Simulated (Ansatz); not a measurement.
Energy needed to pull apart SiNHTe (SMILES N1=[SiH][Te]1), closed shell, into free ground-state atoms, from the structure below (displaced at random from a GFN2-xTB minimum); no zero-point or spin–orbit terms; open-shell atoms are treated unrestricted, in their ground-state multiplicity.

N1  (0.375, -1.119, -0.461)
Si2  (0.346, 0.439, -0.144)
Te3  (-1.283, -1.125, 0.890)
H4  (0.554, 1.700, -0.047)
(Å)

Computed with Ansatz 0.2.0 (basis: def2-TZVPP); correlated methods freeze the cores. Filled d shells of the heavier atoms are correlated. Core potentials replace the inner electrons of the atoms past krypton. The def2 sets are not built for correlating such inner shells, so the correlated values are less sure here.

```json
{"method": "SPW92", "atomization energy (kcal/mol)": "259.7"}
{"method": "PBE-D4", "atomization energy (kcal/mol)": "217.5"}
{"method": "r2SCAN-D4", "atomization energy (kcal/mol)": "199.5"}
{"method": "PBE0-D4", "atomization energy (kcal/mol)": "198.2"}
{"method": "HSE06-D4", "atomization energy (kcal/mol)": "198.6"}
{"method": "wB97M-V", "atomization energy (kcal/mol)": "197.8"}
{"method": "HF", "atomization energy (kcal/mol)": "?"}
{"method": "MP2", "atomization energy (kcal/mol)": "?"}
{"method": "CCSD", "atomization energy (kcal/mol)": "171.9"}
{"method": "CCSD(T)", "atomization energy (kcal/mol)": "186.6"}
```

(1) What does HF give? (To be estimated.)

(2) What does MP2 give? (Judge from chemistry; the value comes from the calculation.)

T1 diagnostic: at most 0.022. The restricted Hartree–Fock reference is unstable towards an unrestricted one here.

Results:

(1) By the calculation: 58.3 kcal/mol, which is about 128.3 kcal/mol less than CCSD(T)/def2-TZVPP.

(2) By the calculation: 199.3 kcal/mol, which is about 12.7 kcal/mol more than CCSD(T)/def2-TZVPP.

In triple zeta the MP2 and coupled-cluster atomization energies are still short of their basis limit by a few kcal/mol a bond, whereas those of the functionals are nearly converged, so these differences are not deviations from converged CCSD(T).

For scale, one of the runs: CCSD(T)/def2-TZVPP forces, 137 basis functions (an equivalent command: `ansatz run in.yaml --threads 4`). Hardware: 4 CPU threads, shared host. Wall time 63 s; peak host memory 1.4 GiB.
